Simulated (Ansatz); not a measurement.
System: GeClF, charge 0, singlet. GeClF (SMILES [F][Ge][Cl]).
B3LYP-D3(BJ)/def2-TZVP minimum from Ansatz (a quantum-chemistry and plane-wave program):
```
Ge
F 1 1.7616
Cl 1 2.2028 2 98.70
```
Charge 0, spin multiplicity 1.

Total energies in hartree (Ansatz). Radicals and triplets start from unrestricted determinants; spin-orbit coupling is neglected. Correlated methods leave the cores frozen (noble-gas shells, and filled d and f shells in the p block). No relativity.

```csv
species,HF/def2-TZVPP,CCSD(T)/def2-TZVPP,HF/def2-QZVPP,CCSD(T)/def2-QZVPP,CCSDT(Q)/def2-TZVPP
1: GeClF (SMILES [Ge]([Cl])[F]),-2634.44736,-2635.02179,-2634.50737,-2635.13273,-2635.02378
2: Ge (triplet),-2075.32100,-2075.38759,-2075.36298,-2075.43218,-2075.38813
3: F (doublet),-99.41180,-99.62506,-99.41589,-99.65118,-99.62536
4: Cl (doublet),-459.47685,-459.66464,-459.48954,-459.69535,-459.66548
```

Question: Work out the atomisation energy (electronic, to ground-state atoms) in kcal/mol: take Hartree-Fock from def2-QZVPP, extrapolate the CCSD(T) correlation energy as X^-3 (X = 3, 4), and add CCSDT(Q) - CCSD(T) in def2-TZVPP. 1 hartree = 627.51 kcal/mol.

Answer: 
Species 1: correlation (64·(-0.62536) - 27·(-0.57443))/37 = -0.66253; step -0.00199; E1 = -2634.50737 + (-0.66253) + (-0.00199) = -2635.17189
Species 2: correlation (64·(-0.06920) - 27·(-0.06659))/37 = -0.07110; step -0.00054; E2 = -2075.36298 + (-0.07110) + (-0.00054) = -2075.43462
Species 3: correlation (64·(-0.23529) - 27·(-0.21326))/37 = -0.25137; step -0.00030; E3 = -99.41589 + (-0.25137) + (-0.00030) = -99.66756
Species 4: correlation (64·(-0.20581) - 27·(-0.18779))/37 = -0.21896; step -0.00084; E4 = -459.48954 + (-0.21896) + (-0.00084) = -459.70934
-1·E1 +1·E2 +1·E3 +1·E4 = 0.36037 hartree = 226.1 kcal/mol.
